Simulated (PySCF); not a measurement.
## Trend along group 5: MO molecules

PBE0 with triple-zeta basis sets in PySCF, for the lowest determinant that a PBE0 search found; no spin–orbit coupling. De refers to high-spin ground-configuration atoms. A positive dipole means M(−)O(+).

```tsv
M	basis	state (unpaired electrons)	Re (Å)	ωe (cm⁻¹)	De (eV)	μ (D)
V	def2-TZVPP	quartet (σ ↑, δ ↑↑)	1.567	1066	n/a	-3.54
Nb	def2-TZVPP	quartet (σ ↑, δ ↑↑)	1.670	1040	7.45	-3.56
Ta	def2-TZVPP	doublet (δ ↑)	1.678	1070	n/a	-2.75
```

The shortest bond is that of VO (1.567 Å), the longest that of TaO (1.678 Å).

The state changes along the series, so neighbouring rows are not always alike in their bonding.

De is left out where the level can put another filling of the metal’s s and d shells below the measured ground configuration, by anything from nothing to about 1 eV. The metal atom is held in its measured ground configuration; semilocal functionals can put another filling of s and d lower by some tenths of an eV, and De to that atom would be smaller. Spin–orbit coupling is left out, which matters for elements this heavy, above all for dissociation energies. The state is the lowest single determinant that the PBE0 search found; with open d or f shells the true ground state can be another one.
